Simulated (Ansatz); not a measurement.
H2Ga (SMILES [GaH2]), doublet, geometry from GFN2-xTB (such geometries of metal compounds can be far from the true shape) (the spin is typed, not shown lowest). Base run: PBE0/6-31G run with Ansatz (a first-principles code).

Input for Ansatz:
Ansatz 0.2 input:
```yaml
crystal:
  periodic: [false, false, false]
  atoms:
    - {symbol: Ga, position_ang: [0.05144791, 0.01309187, 0.03530349]}
    - {symbol: H, position_ang: [-0.52007380, -1.67523193, -0.40542734]}
    - {symbol: H, position_ang: [-1.07481131, 1.26938408, -0.68898100]}
basis:
  gaussian:
    orbitals: 6-31G
hamiltonian:
  xc: pbe0
magnetization: {spin_polarized: true, initial_magnetization: 1}
```

Each row names what was changed in the base input (with any setting that the change needs).

```
change                                                               basis functions       E (Eh)
-------------------------------------------------------------------  ---------------  -----------
base                                                                              33  -1925.36129
basis = cc-pVTZ-DK; relativity = none                                             71  -1914.78305
basis = cc-pVTZ-DK; relativity = spin-free X2C                                    71  -1944.73652
basis = x2c-TZVPall; relativity = spin-free X2C; nucleus = Gaussian               60  -1944.71721
basis = x2c-SVPall; relativity = spin-free X2C; nucleus = Gaussian                42  -1944.37888
basis = x2c-SVPall; relativity = spin-free X2C                                    42  -1944.38749
basis = x2c-SVPall; relativity = none                                             42  -1918.40285
basis = cc-pVTZ-DK; relativity = spin-free X2C; nucleus = Gaussian                71  -1944.72571
basis = x2c-TZVPall; relativity = none                                            60  -1917.78001
basis = x2c-TZVPall; relativity = spin-free X2C                                   60  -1944.72655
```

Total energies compare only within one method and basis.

Ansatz warned in this series: the basis is contracted for relativity, which the run leaves out.

Basis sets contracted for a relativistic Hamiltonian are a mismatch without it, so the rows without relativity aren't non-relativistic limits. No row has spin-orbit coupling; sets with core potentials leave out the core electrons.
